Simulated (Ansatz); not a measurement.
CH8FNO2Si2, SMILES `C[Si@H](O)N[Si@@H](O)F`. The species carries charge 0 and has multiplicity 1. The structure was optimised at the PBE0-D4/def2-TZVP level. It is one conformer, not always the lowest.

```xyz
15

C    -0.827    1.923    1.448
Si    0.231    0.826    0.396
O     0.513    1.622   -1.015
N    -0.595   -0.685    0.130
Si    0.028   -1.990   -0.745
O     1.202   -1.340   -1.693
F     0.733   -3.109    0.152
H    -0.336    2.886    1.604
H    -1.789    2.114    0.965
H    -1.011    1.472    2.426
H     1.529    0.506    1.045
H     0.960    1.093   -1.682
H    -1.573   -0.718    0.378
H    -1.019   -2.705   -1.500
H     1.953   -1.895   -1.908
```

Task: What is the dipole moment at r2SCAN/def2-TZVPP? (Estimate.)

Result: Ansatz gave: 0.93 D, with components (-0.52, -0.63, -0.45) D in this frame, pointing from negative to positive charge.

Task: And with PBE, B3LYP, ωB97M-V? (Estimate.)

Result: The calculation gave: PBE 0.89 D, B3LYP 0.99 D, ωB97M-V 0.99 D.

Task: Give the Mulliken charges with r2SCAN, ωB97M-V, B3LYP in def2-TZVPP. (Estimate.)

Result: Computed: 
```tsv
atom	r2SCAN	ωB97M-V	B3LYP
C1	-0.32	-0.47	-0.40
Si2	0.61	0.55	0.60
O3	-0.42	-0.39	-0.40
N4	-0.39	-0.34	-0.34
Si5	0.74	0.67	0.71
O6	-0.44	-0.40	-0.41
F7	-0.32	-0.31	-0.32
H8	0.08	0.12	0.11
H9	0.07	0.12	0.10
H10	0.08	0.12	0.10
H11	-0.13	-0.08	-0.12
H12	0.20	0.19	0.19
H13	0.14	0.10	0.12
H14	-0.11	-0.06	-0.11
H15	0.21	0.18	0.19
```

B3LYP here is the variant with VWN-RPA as its local correlation; programs differ in this.
